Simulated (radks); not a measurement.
Fractional charge and spin in the 4p shell of indium: the spin-up occupation runs from 2 to 3 and the spin-down occupation from 2 to 3; the fullest corner is In3+, [Ar] 3d10 4s2 4d10 4p(up 3, down 3). Calculated with a radial shooting solver on a logarithmic mesh with Libxc functionals: scalar-relativistic Kohn-Sham, PBE, spin-polarised, spherical densities, finite nucleus; Fermi nuclear charge, rms radius of each element as measured or else 0.836 A^(1/3) + 0.57 fm. Energy (eV) above the fullest corner. The planes named below are the two flat planes that join the four corners, with an edge along up + down = one added electron.

down \ up        2     2.25      2.5     2.75        3
2          254.884  218.543  183.474  149.661  117.090
2.25       218.543  183.547  149.806  117.305   86.029
2.5        183.474  149.806  117.377   86.171   56.172
2.75       149.661  117.305   86.171   56.242   27.501
3          117.090   86.029   56.172   27.501    0.000

Corners above the fullest one (they belong to In4+ and the next ion): (up 3, down 2) 117.09 eV, (up 2, down 3) 117.09 eV, (up 2, down 2) 254.88 eV. With half an added electron in each spin the energy lies 0.286 eV from the planes, and with half an added electron in spin up alone -2.513 eV. The planes are only a guide here: the flat-plane condition holds for ground states with one frontier orbital, while this shell lies below other occupied shells, so the corners above the fullest one are inner-hole states and not the ground states of those ions.
